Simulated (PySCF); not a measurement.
C2H5BF2O, SMILES CCOB(F)F. Atoms are numbered in the order given.

```xyz
11

B      0.5964    -0.1698     0.7473
F     -0.1836    -1.2075     1.0616
F      1.8106    -0.1206     1.2796
O      0.1924     0.8107    -0.0762
C     -1.0976     0.7770    -0.7021
C     -1.0442     0.0090    -2.0114
H     -1.8333     0.3305    -0.0137
H     -1.3778     1.8266    -0.8728
H     -0.7960    -1.0488    -1.8328
H     -2.0216     0.0517    -2.5169
H     -0.2851     0.4400    -2.6815
```

The structure is a stationary point at TPSSh-D3(BJ)/def2-SVP. The values are those of a single conformer.

Computed with PySCF with PBE/pcSseg-1.

GIAO shieldings, no solvent; atoms listed in one row are averaged. δ = σ(ref) − σ: ¹¹B against BF3 (σ = 83.9 ppm); ¹⁹F against CFCl3 (σ = 133.6 ppm); ¹⁷O against H2O (σ = 334.3 ppm); ¹³C against TMS (σ = 182.0 ppm); ¹H against TMS (σ = 31.49 ppm), references at their B3LYP-D3(BJ)/def2-TZVP geometries, non-relativistic.

| nucleus | atoms | count | δ (ppm) |
|---|---|---|---|
| ¹¹B | B1 | 1 | 2.4 |
| ¹⁹F | F3 | 1 | -155.0 |
| ¹⁹F | F2 | 1 | -160.6 |
| ¹⁷O | O4 | 1 | 124.8 |
| ¹³C | C5 | 1 | 68.7 |
| ¹³C | C6 | 1 | 21.5 |
| ¹H | H7 | 1 | 4.51 |
| ¹H | H8 | 1 | 4.18 |
| ¹H | H9, H10, H11 | 3 | 1.53 |
